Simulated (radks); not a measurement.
Task: The mean radii <r> (bohr) of the occupied orbitals of an atom or ion are listed with their occupations. Method: non-relativistic Kohn-Sham, Slater X-alpha with alpha = 0.799, spin-unpolarised, spherical densities, point nucleus; computed with a radial shooting solver on a logarithmic mesh with Libxc functionals.

orbital  occ.     <r>
1s          2  0.2669

Name the element and its charge.

Result: Z = 6, carbon, charge +4: C4+ in [He]. The 1s radius gives Z: for a bare nucleus <r> = 1.5/Z, 0.25 bohr for Z = 6, and screening makes it slightly larger (0.2669 here). The occupations add up to 2, and the charge is Z minus that.
